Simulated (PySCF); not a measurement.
# Reading the logs of faulty runs: B2CGeH5 cation

Calculated results; nothing here was measured. The program is PySCF 2.14.0, an open-source quantum chemistry code, run on an isolated molecule that a program drew, which may never have been made. The molecule is B2CGeH5 cation (charge +1, singlet), drawn as the SMILES string `BB=[CH][GeH2+]`.

Each row is a Hartree-Fock (HF) and frozen-core CCSD(T) single point in the cc-pVDZ basis, meant for a local HF minimum. Run 1 is clean. Each other run has one planted mistake out of seven kinds, and not every kind appears here: one electron removed, one electron added, multiplicity raised by two, geometry at a saddle point, minimal basis STO-3G, one bond length entered in bohr, all coordinates scaled. The reference is restricted for singlets and unrestricted otherwise, and also for a bond in bohr. Adding or removing an electron swaps singlet and doublet. Electrons count all cores. HOMO and LUMO are orbital energies over both spins, the gradient is its largest component, and the lowest frequency (negative if imaginary) is given only where the gradient is small. Bond lengths are over the 8 bonds as drawn. T1 is the CCSD diagnostic: over 0.02 (restricted) or 0.045 (unrestricted) a single reference is doubtful. Germanium has the cc-pVDZ-PP basis, with a core potential (ECP10MDF) in place of its 10 inner electrons, and its 3s, 3p and 3d shells are frozen in CCSD(T).

Geometry of the clean run:
```xyz
9
B2CGeH5 cation, angstrom
B    -0.6074    0.2432    1.1090
B    -0.6013    0.6945   -0.5271
C    -0.6103    1.1212   -1.8802
Ge   -1.0150    2.8558   -2.2802
H    -0.3508   -0.8829    1.3976
H    -0.8683    1.0608    1.9359
H    -0.3820    0.4443   -2.6989
H    -1.0339    3.3426   -3.7087
H    -1.3413    3.8449   -1.1848
```

```
run,electrons,basis functions,<S^2>,HOMO (eV),LUMO (eV),gradient (hartree/bohr),lowest frequency (cm^-1),mean bond (Å),longest bond (Å),T1,HF (hartree),CCSD(T) (hartree),mistake
1,52,90,0.000,-15.16,-5.00,3.9e-05,93,1.4289,1.826,0.0146,-383.19968,-383.61602,no fault
2,51,90,1.160,-21.33,-13.87,7.8e-02,-,1.4289,1.826,0.0614,-382.60764,-383.00297,one electron removed
3,52,90,0.000,-16.01,-5.02,5.0e-02,-,1.3360,1.707,0.0129,-383.15821,-383.56485,all coordinates scaled
4,53,90,0.996,-6.69,1.40,4.7e-02,-,1.4289,1.826,0.0345,-383.41399,-383.84784,one electron added
5,52,90,0.895,-15.20,-5.23,9.7e-03,-,1.5970,2.856,0.0363,-383.09627,-383.49713,?
6,52,90,2.059,-12.56,-7.88,4.5e-02,-,1.4289,1.826,0.0297,-383.03657,-383.45728,?
```

**Which mistake was planted in run 5, and what did it cost?**

The mean bond changes by a factor of 1.118 and the longest by 1.564, so the molecule wasn't scaled as a whole. A length L in bohr read as angstrom grows by (1/0.5292 - 1) L = 0.890 L. The 8 bonds together grew by 8 x 0.1681 = 1.345 Å, which gives L = 1.511 Å. That is the length of one of the Ge-H bonds, 1.512 Å in the clean geometry. So the mistake is: one bond length entered in bohr. Subtracting run 1 and multiplying by 627.51 kcal/mol a hartree, the energy moved by 64.9 kcal/mol in HF and 74.6 kcal/mol in CCSD(T).

**Which mistake was planted in run 6, and what did it cost?**

Electrons, basis and geometry are unchanged, and <S^2> is 2.059, beside S(S+1) = 2.00 for a multiplicity of 3. So the mistake is: multiplicity raised by two. Subtracting run 1 and multiplying by 627.51 kcal/mol a hartree, the energy moved by 102.4 kcal/mol in HF and 99.6 kcal/mol in CCSD(T).

Cautions from the logs. Run 2: T1 is over the limit, so its CCSD(T) energy is less reliable.
